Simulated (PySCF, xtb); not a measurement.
C2H6BClS2, SMILES CSB(Cl)SC.

GFN2-xTB run with xtb at its own geometry gives an orbital gap of 3.80 eV and a dipole moment of 1.97 D.

The structure is a stationary point at B3LYP-D3(BJ)/def2-SVP. Other conformers were not sampled.

Question: What does PBE/def2-TZVP (PySCF) give? (An estimate is asked for; the answer gives what the named calculation found.)

Answer: gap 4.35 eV (levels -5.90 and -1.54 eV), dipole 1.98 D.
